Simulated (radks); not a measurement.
Results of a calculation; reference values are marked as such.
Spin polarisation of the 6p2 shell in Pb. Start: [Hg] 6p(up 1, down 1); electrons of 6p are moved from spin down to spin up, other shells keep equal spins. Level of theory: scalar-relativistic Kohn-Sham, PBEsol, spin-polarised, spherical densities, finite nucleus; Fermi nuclear charge, rms radius of each element as measured or else 0.836 A^(1/3) + 0.57 fm (a radial shooting solver on a logarithmic mesh with Libxc functionals).

moment (Bohr magnetons)  E - E(0) (eV)  e(6p up) (eV)  e(6p down) (eV)  6s down minus up (eV)
0                                0.000         -3.518           -3.518                  0.000
0.5                             -0.039         -3.663           -3.349                  0.253
1                               -0.158         -3.786           -3.154                  0.508
1.5                             -0.356         -3.887           -2.934                  0.767
2                               -0.635         -3.966           -2.670                  1.031

At moment 2 the spin-polarisation energy is -0.635 eV and the 6p exchange splitting 1.297 eV, that is 0.648 eV per Bohr magneton; E = -I m^2/4 would give I = 0.635 eV.
